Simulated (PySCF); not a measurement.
C2H7ClOSi, SMILES [SiH2](Cl)[C@@H](C)O. Geometry: r2SCAN-D4/def2-SVP. The structure was generated by enumeration; whether it is a known compound was not checked. The values are those of a single conformer.

Computed equilibrium geometry at r2SCAN-D4/def2-SVP (PySCF confirms it by a frequency run) as Cartesian coordinates in Å (one conformer of several):
```xyz
12

C     -2.3331    -0.6229     0.7229
C     -1.2088     0.1377     0.0260
O     -1.1188     1.4904     0.4723
Si     0.4824    -0.7106     0.2189
Cl     1.9036     0.2611    -0.9348
H     -2.1273    -0.7499     1.8007
H     -2.4768    -1.6261     0.2898
H     -3.2779    -0.0638     0.6261
H     -1.4343     0.2047    -1.0537
H     -0.9387     1.4714     1.4231
H      0.4552    -2.1478    -0.1827
H      0.8875    -0.5914     1.6522
```
